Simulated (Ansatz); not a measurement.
Correlation energies of `C[NH][In]([F])[F]` by basis set

Cartesian coordinates in Å:
```
C -0.743 1.012 0.590
N -0.368 0.215 -0.566
In 0.937 -1.284 -0.483
F 1.340 -2.218 1.167
F 1.763 -2.132 -2.015
H -0.779 0.385 1.483
H -0.062 1.846 0.798
H -1.747 1.425 0.447
H -0.341 0.752 -1.420
```

Total charge 0; spin multiplicity 1. Correlated methods include outer-core shells of In, which these sets cover unevenly. In takes the def2 core potential. The structure was optimised at the PBE0-D4/def2-TZVP level. It is one conformer, not always the lowest. Frozen core, restricted reference, the Gaussian-basis code of Ansatz.

| basis | HF (Eh) | MP2 corr. | CCSD corr. | (T) | CCSD(T) total |
| --- | --- | --- | --- | --- | --- |
| def2-SVP | -482.53415 | -0.77659 | -0.80363 | -0.01817 | -483.35595 |
| def2-TZVPP | -482.91320 | -1.17424 | -1.18133 | -0.03967 | -484.13420 |
| def2-QZVPP | -482.92995 | -1.44020 | – | – | – |
